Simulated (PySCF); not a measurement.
Pivaloyl chloride, C₅H₉ClO.
Numbering: `[CH3:1][C:2]([CH3:3])([CH3:4])[C:5](=[O:6])[Cl:7]` (hydrogens: H8, H9, H10 on C1; H11, H12, H13 on C3; H14, H15, H16 on C4)

Cartesian coordinates in Å at the PBE0-D3(BJ)/def2-SVP level; atoms count from 1:
```xyz
16
C5H9ClO angstrom
C      0.0870    1.3983   -0.6417
C     -0.0621    0.0329    0.0287
C     -0.1322   -1.0759   -1.0282
C      1.1070   -0.2201    0.9869
C     -1.3696    0.0463    0.8111
O     -2.1593    0.9242    0.8646
Cl    -1.6855   -1.4818    1.7158
H      0.1282    2.2056    0.1035
H      1.0167    1.4204   -1.2295
H     -0.7562    1.6074   -1.3149
H      0.8014   -1.0797   -1.6108
H     -0.9678   -0.9100   -1.7251
H     -0.2572   -2.0639   -0.5643
H      1.1572    0.5515    1.7701
H      1.0239   -1.2020    1.4723
H      2.0497   -0.1903    0.4197
```

The closed-shell ground state was solved at several levels (PySCF, density fitting, gas phase, non-relativistic).

```json
{"level": "PBE0/6-31G", "basis functions": "85", "HOMO (eV)": "-8.25", "LUMO (eV)": "-0.92", "gap (eV)": "7.33", "dipole (D)": "3.34"}
{"level": "PBE0/STO-3G", "basis functions": "48", "HOMO (eV)": "-5.84", "LUMO (eV)": "1.86", "gap (eV)": "7.70", "dipole (D)": "2.79"}
{"level": "PBE0/6-311+G(2d,p)", "basis functions": "251", "HOMO (eV)": "-8.34", "LUMO (eV)": "-1.01", "gap (eV)": "7.33", "dipole (D)": "3.05"}
{"level": "PBE0/6-31G*", "basis functions": "120", "HOMO (eV)": "-8.14", "LUMO (eV)": "-0.69", "gap (eV)": "7.45", "dipole (D)": "3.03"}
```

(1) What might mPW1PW91/pcSseg-1 (171 basis functions) give for the same quantities?

(2) How much does the basis alone move the frontier levels among the 4 PBE0 rows?

(3) How far do the dipole and the HOMO energy spread over the levels?

Answers

(1) HOMO -8.42 eV, LUMO -0.97 eV, gap 7.45 eV, dipole 3.11 D.

(2) The HOMO by 2.50 eV and the LUMO by 2.87 eV. By rising basis size (HOMO, LUMO in eV): STO-3G -5.84, 1.86; 6-31G -8.25, -0.92; 6-31G* -8.14, -0.69; 6-311+G(2d,p) -8.34, -1.01.

(3) The dipole runs from 2.79 to 3.34 D (mean 3.06 D) and the HOMO from -8.42 to -5.84 eV.
